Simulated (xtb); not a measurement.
CH3BClI, SMILES CB(Cl)I. All values are semi-empirical tight-binding results from xtb (GFN2-xTB unless named), good for trends rather than for accurate numbers. Geometry: GFN2-xTB.

Optimised geometry:

Bonded distances (Å): B1–Cl2 1.703, B1–I3 2.125, B1–C4 1.574, C4–H5 1.091, C4–H6 1.091, C4–H7 1.088. Bond angles (°): Cl2–B1–I3 119.2, Cl2–B1–C4 121.8, I3–B1–C4 119.0, B1–C4–H5 111.2, B1–C4–H6 111.1, B1–C4–H7 113.6, H5–C4–H6 105.4, H5–C4–H7 107.6, H6–C4–H7 107.6.

### Question
Estimate the properties. (Estimate from the structure and the level; the computed values follow.)

### Answer

point group as xtb finds it: Cs
orbital gap: 4.03 eV
zero-point energy: 26.0 kcal/mol
G − E(el) at 298.15 K (modified RRHO): 6.1 kcal/mol
static polarisability (D4 model): 70.4 bohr³
solvation energy, GFN2-xTB/ALPB(water): -2.5 kcal/mol
solvation energy, GFN2-xTB/ALPB(acetone): -7.2 kcal/mol

Computed atomic charges and the Wiberg bond orders between heavy atoms:
charges (e) B1 0.38, Cl2 -0.21, I3 -0.16, C4 -0.20, H5 0.07, H6 0.07, H7 0.05. Bond orders B1–Cl2 1.18, B1–I3 1.06, B1–C4 1.07.
